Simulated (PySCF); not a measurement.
N-methyl-4-piperidinol, C6H13NO.
Atom-mapped SMILES: `[CH3:1][N:2]1[CH2:3][CH2:4][CH:5]([OH:6])[CH2:7][CH2:8]1`

Cartesian coordinates in Å at the PBE0-D3(BJ)/def2-SVP level; atoms count from 1:
```xyz
21
C6H13NO angstrom
C     -2.8739   -0.2479   -0.0808
N     -1.4734   -0.1954    0.2415
C     -0.7262   -1.2819   -0.3529
C      0.7144   -1.2929    0.1326
C      1.3978    0.0427   -0.1278
O      2.7226    0.0705    0.3376
C      0.5505    1.1688    0.4495
C     -0.8841    1.0935   -0.0477
H     -3.0805   -0.1281   -1.1693
H     -3.4158    0.5495    0.4507
H     -3.3003   -1.2126    0.2351
H     -0.7380   -1.2197   -1.4686
H     -1.2193   -2.2319   -0.0916
H      0.7240   -1.4880    1.2201
H      1.2808   -2.1020   -0.3538
H      1.4710    0.1882   -1.2206
H      2.6961   -0.0530    1.2932
H      0.9992    2.1412    0.1941
H      0.5513    1.0816    1.5510
H     -0.9061    1.3134   -1.1431
H     -1.4922    1.8746    0.4362
```

NICS = −σ at a ghost point: NICS(0) at the centroid of the ring atoms, NICS(1) 1 Å to either side along the normal of their mean plane, zz for the tensor component along that normal. Level: GIAO PBE/pcSseg-1 (PySCF, non-relativistic, gas phase) on the PBE0-D3(BJ)/def2-SVP geometry, one conformer.

Ring bond lengths (Å): N2–C3 1.446, C3–C4 1.520, C4–C5 1.523, C5–C7 1.523, C7–C8 1.520, C8–N2 1.447.

Task: Give the NICS values of each ring in ppm.

Result: 
| ring | type | NICS(0) | NICS(1), two faces | NICS(1)zz, two faces | rms pucker (Å) | centre to ring atoms, mean (Å) |
| --- | --- | --- | --- | --- | --- | --- |
| N2–C3–C4–C5–C7–C8 | 6-membered ring with N; formal bonds all single | -4.4 | -3.7 / -2.6 | 1.0 / 2.3 | 0.23 | 1.44 |

Task: What do they say, and how far can they be read as aromaticity?

Result: 
- N2–C3–C4–C5–C7–C8: mean NICS(1)zz 1.7 ppm, near zero. C3, C4, C5, C7, C8 have four or more neighbours, and the NICS criterion for π rings isn't applied.

Task: What is the mean of the two in-plane components of NICS at the first NICS(1) probe listed for ring N2–C3–C4–C5–C7–C8, 1 Å off the ring?

Result: The isotropic value is a third of the trace: (3 × -3.7 − (1.0))/2 = -6.1 ppm.

Task: Give the inner angles of the rings.

Result: 
- N2–C3–C4–C5–C7–C8: N2 112.1°, C3 111.3°, C4 111.4°, C5 109.5°, C7 111.4°, C8 111.3°; sum 667.0° against 720° for a flat convex ring.

Task: How do the values depend on the level or the medium?

Result: 
```
             level  NICS(0), N2–C3–C4–C5–C7–C8  mean NICS(1)zz, N2–C3–C4–C5–C7–C8
 PBE/pcSseg-1, gas                        -4.4                                1.7
PBE0/pcSseg-1, gas                        -4.6                                1.7
```

The geometry is the same throughout.
